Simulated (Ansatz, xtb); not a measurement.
# Relative energy of two isomers of C6H7NO2

Structure I is `O=C1C=C(C2CC2)NO1`, a singlet and structure II is `Oc1cc(C2CC2)no1`, a singlet. Both are isolated molecules in the gas phase, relaxed with B3LYP-D3(BJ)/def2-SVP; the shapes shown needn't be the lowest conformers.

I (Å):

```xyz
16

C    -2.6200   -0.9434    1.4523
C    -1.8348   -0.6672    0.2622
C    -1.2326    0.5439    0.4276
C    -0.3894    1.3553   -0.4674
C     0.4382    0.6811   -1.5435
C    -0.7617    1.4815   -1.9356
N    -1.4907    1.0127    1.6997
O    -3.3223   -1.8511    1.7992
O    -2.4155    0.1686    2.3083
H    -1.7669   -1.3418   -0.5857
H     0.0507    2.2351    0.0111
H     0.3809   -0.4086   -1.6014
H     1.4313    1.0937   -1.7383
H    -0.6125    2.4561   -2.4078
H    -1.6589    0.9482   -2.2601
H    -1.7725    1.9845    1.8266
```

II (Å):

```yaml
atoms:
  - { symbol: C, position_ang: [1.9270, -0.6322, 0.7450] }
  - { symbol: C, position_ang: [1.4457, -1.3684, -0.3029] }
  - { symbol: C, position_ang: [0.1099, -0.8809, -0.4470] }
  - { symbol: C, position_ang: [-0.8957, -1.3251, -1.4379] }
  - { symbol: C, position_ang: [-1.8949, -0.3292, -1.9933] }
  - { symbol: C, position_ang: [-2.3593, -1.3902, -1.0452] }
  - { symbol: N, position_ang: [-0.1735, 0.0574, 0.4337] }
  - { symbol: O, position_ang: [3.1102, -0.6272, 1.3496] }
  - { symbol: O, position_ang: [0.9975, 0.2126, 1.1970] }
  - { symbol: H, position_ang: [3.0964, 0.0318, 2.0608] }
  - { symbol: H, position_ang: [1.9593, -2.1323, -0.8771] }
  - { symbol: H, position_ang: [-0.5280, -2.0961, -2.1192] }
  - { symbol: H, position_ang: [-1.8154, 0.6924, -1.6136] }
  - { symbol: H, position_ang: [-2.1596, -0.4154, -3.0506] }
  - { symbol: H, position_ang: [-2.9506, -2.2231, -1.4352] }
  - { symbol: H, position_ang: [-2.5952, -1.0894, -0.0214] }
```

**Question.** Which of the two would you expect CCSD(T)/def2-SVP + ΔMP2/def2-TZVPP electronic energies to favour?

**Answer.** CCSD(T)/def2-SVP + ΔMP2/def2-TZVPP gives E(II) − E(I) = −0.18 kcal/mol, slightly favouring structure II, which is too small a margin to settle the true order.

How the difference moves with the method:

```
                             level               geometry  E(II) − E(I) (kcal/mol)  departure from the last row (kcal/mol)  job, with rough time for the two
                          GFN2-xTB               GFN2-xTB                     −4.77                                   −4.59              optimisation, 0.65 s
                         HF/STO-3G               GFN2-xTB                    −15.77                                  −15.59              single point, 0.89 s
                r2SCAN-D4/def2-SVP               GFN2-xTB                     +3.71                                   +3.89               single point, 9.9 s
             B3LYP-D3(BJ)/def2-SVP  B3LYP-D3(BJ)/def2-SVP                     +3.21                                   +3.39             optimisation, 2.8 min
                       HF/def2-SVP  B3LYP-D3(BJ)/def2-SVP                     +2.48                                   +2.66           part of the CCSD(T) run
                      MP2/def2-SVP  B3LYP-D3(BJ)/def2-SVP                     −0.82                                   −0.64           part of the CCSD(T) run
                  CCSD(T)/def2-SVP  B3LYP-D3(BJ)/def2-SVP                     −0.07                                   +0.11                      single point
CCSD(T)/def2-SVP + ΔMP2/def2-TZVPP  B3LYP-D3(BJ)/def2-SVP                     −0.18                                                     single point, 7.1 min
```

As drawn, II has 2 C∷C, 1 C∷N, 1 N∷O, 1 C∷O, 1 O–H in place of 1 C=O, 1 C–C, 1 C=C, 1 C–N, 1 N–O, 1 N–H (∷ is an aromatic bond). Structure I has a 3-membered ring and a 5-membered ring, II a 3-membered ring and a 5-membered ring (with an aromatic ring).

The largest departure from CCSD(T)/def2-SVP + ΔMP2/def2-TZVPP is that of HF/STO-3G, 15.59 kcal/mol. The last row adds to CCSD(T) the change of the MP2 difference between the two basis sets, here −0.11 kcal/mol.

With thermal terms from frequencies at re-optimised GFN2-xTB minima (ideal gas, soft modes damped towards free rotors, one conformer each, 298.15 K, 1 atm): on the last row, ΔE + ΔZPE = −0.04, ΔH = −0.05, ΔG = +0.04 kcal/mol.

The correlated steps freeze 9 core orbitals. Codes used: Ansatz 0.2.0, xtb 6.7.1; the last row on 2 threads of Arm Neoverse V1 on a shared host.
